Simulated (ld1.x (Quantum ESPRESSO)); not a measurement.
boron (B), PAW: configuration errors across variants

ld1.x (Quantum ESPRESSO) 7.5 input, shortened:

```
&input
   title='B', zed=5., rel=0, dft='BLYP', iswitch=3,
   config='[He] 2s2 2p1 3d-2'
 /
 &inputp
   pseudotype=3, lpaw=.true., tm=.true., lloc=-2, rcloc=1.20,
   nlcc=.true., new_core_ps=.true.,
   which_augfun='GAUSS', rmatch_augfun=1.10
 /
6
2S  1  0   2.00   0.00  1.00  1.20  0.0
2S  1  0   0.00   1.15  1.00  1.20  0.0
2P  2  1   1.00   0.00  2.05  2.70  0.0
2P  2  1   0.00   4.10  2.05  2.70  0.0
3D  3  2  -2.00   0.40  2.10  2.80  0.0
3D  3  2  -2.00   1.50  2.10  2.80  0.0
 &test
   configts(1)='2s2 2p1'
 /
```

All-electron excitation energies from the reference (eV): (1) 2s2 2p0 8.175; (2) 2s1 2p0 33.518; (3) 2s2 2p0.5 2.858; (4) 2s1 2p2 5.777; (5) 2s2 2p1.3 -0.717; (6) 2s0 2p3 11.584; (7) 2s1 2p1 14.220.

Tests that are not counted but printed errors over 1 eV. “waves 2s (bound): rcut 1.00, rcutus 1.08 bohr; 2s channel at 1.15 Ry: rcut 1.00, rcutus 1.08 bohr”: 2s1 2p2 (solver errors, printed error -60.3 eV).

2 further variants failed, have other tests or too few solved ones, and are left out.

Errors AE − PS in meV (a dash: test not solved or not reliable):

```csv
change,(1),(2),(3),(4),(5),(6),(7),bound ghosts
base,+12,+3.7,+0.8,+3.2,0.0,-1.2,+3.4,none
"waves 2s (bound): rcut 1.00, rcutus 1.08 bohr; 2s channel at 1.15 Ry: rcut 1.00, rcutus 1.08 bohr",+98,+50,+4.9,–,+0.2,-1.1,+14,none
"waves 2s (bound): rcut 1.00, rcutus 1.22 bohr; 2s channel at 1.15 Ry: rcut 1.00, rcutus 1.22 bohr",+12,+3.7,+0.8,+3.2,0.0,-1.2,+3.4,none
"waves 2s (bound): rcut 1.00, rcutus 1.38 bohr; 2s channel at 1.15 Ry: rcut 1.00, rcutus 1.38 bohr",–,–,–,–,–,–,–,none
"waves 2s (bound): rcut 1.00, rcutus 1.50 bohr; 2s channel at 1.15 Ry: rcut 1.00, rcutus 1.50 bohr",–,–,–,–,–,–,–,none
"waves 2s (bound): rcut 1.00, rcutus 1.82 bohr; 2s channel at 1.15 Ry: rcut 1.00, rcutus 1.82 bohr",–,–,–,–,–,–,–,none
```

Task: Give the same row for: waves 2s (bound): rcut 1.00, rcutus 1.64 bohr; 2s channel at 1.15 Ry: rcut 1.00, rcutus 1.64 bohr.

Result: –, –, –, –, –, –, –; bound ghosts: none.
